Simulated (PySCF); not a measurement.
Geometry:
```
atom   x (Å)   y (Å)   z (Å)
 Si1   0.004   0.007   0.527
  H2   0.028  -0.027   1.990
  O3   1.527   0.129  -0.190
  C4   2.354   1.095   0.252
  C5   3.709   1.022  -0.375
  O6   1.994   1.906   1.066
  H7   4.337   1.840  -0.006
  H8   3.613   1.074  -1.469
  H9   4.168   0.051  -0.136
 O10  -0.871   1.294  -0.126
 C11  -2.133   1.469   0.311
 C12  -2.787   2.671  -0.290
 O13  -2.634   0.711   1.101
 H14  -3.811   2.767   0.087
 H15  -2.790   2.577  -1.386
 H16  -2.202   3.568  -0.044
 O17  -0.678  -1.358  -0.194
 C18  -0.224  -2.565   0.194
 C19  -0.962  -3.692  -0.452
 O20   0.683  -2.671   0.980
 H21  -0.549  -4.651  -0.121
 H22  -0.890  -3.600  -1.546
 H23  -2.029  -3.625  -0.193
```

[PySCF: PBE0-D3(BJ)/def2-SVP structure; shielding tensors at B3LYP/pcSseg-1 (GIAO); non-relativistic Hamiltonian; one conformer; isolated molecule; equivalent nuclei averaged]

Scale: 13C (σref 179.24), 1H (σref 31.38), 29Si (σref 337.86) vs TMS; 17O (σref 334.04) against H2O (reference shieldings calculated alike).

```
                           atoms  nucleus  count  δ (ppm)
H7/H8/H9/H14/H15/H16/H21/H22/H23       1H      9     2.05
                      C5/C12/C19      13C      3     22.6
                      C4/C11/C18      13C      3        ?
                      O6/O13/O20      17O      3    481.2
                              H2       1H      1     5.67
                      O3/O10/O17      17O      3        ?
                             Si1     29Si      1    -50.1
```

Complete the table.

## Answers


- C4/C11/C18: 178.0 ppm, carbon bonded to C, 2 O
- O3/O10/O17: 235.1 ppm, oxygen bonded to C, Si

Shifts are as computed. Against solution values, carbons near 30 ppm lie about +2 ppm off and those near 130 ppm about +6 ppm. Of 1313 compounds with measured shifts, 239 miss one by over three times the rms of a fit or turn the order of signals round; such compounds aren't used in these exercises. Unscaled 17O shifts of doubly bonded oxygen tend to come out too high, by tens of ppm or more. Experimental scales use liquid or dissolved standards, which lie at an offset from isolated H2O (liquid H2O: subtract about 36 ppm).
